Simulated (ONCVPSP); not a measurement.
**Ta (Z = 73): excitation energies, all-electron against ONCV**

* Element: Ta
* Generator: ONCVPSP 4.0.1
* Type: optimised norm-conserving Vanderbilt (ONCV)
* Functional: LDA (Perdew-Zunger)
* Relativity: scalar-relativistic
* Frozen core: [Kr] 4d10 4f14
* Valence charge: 13
* Reference configuration: 5s2 5p6 5d3 6s1.75 6p0.25
* Partial waves: 5s+6s: rc 1.50 bohr, ncon 4, nbas 9, qcut 7.5 1/bohr, 2 projectors; 5p+6p: rc 2.55 bohr, ncon 4, nbas 9, qcut 6.5 1/bohr, 2 projectors; 5d: rc 2.00 bohr, ncon 4, nbas 9, qcut 5.6 1/bohr, 2 projectors, debl 2.1 Ha
* Local potential: polynomial inside 1.00 bohr (lpopt 5, dvloc0 0 Ha)
* Core correction: none

Energies are relative to the spin-unpolarised reference configuration 5s2 5p6 5d3 6s1.75 6p0.25; without spin polarisation the order of configurations can differ from experiment.

```
valence configuration  charge  ΔE all-electron (eV)  error AE − PS (meV)
  5s2 5p6 5d3 6s2 6p0       0                -1.041                 +0.3
  5s2 5p6 5d3 6s0 6p0      +2                22.970                  0.0
  5s2 5p6 5d2 6s2 6p1       0                 2.049                 +2.3
```

Question: What are ΔE and the potential's error for 5s2 5p6 5d3 6s1 6p0?

Answer: ΔE = 7.661 eV all-electron; the error (AE − PS) is -1.5 meV.

Note: ghosts flagged at negative energy: s at -17.1 eV; GHOST(+) flagged for p at 123.9 eV. A true bound ghost makes a file unfit for plane-wave use.
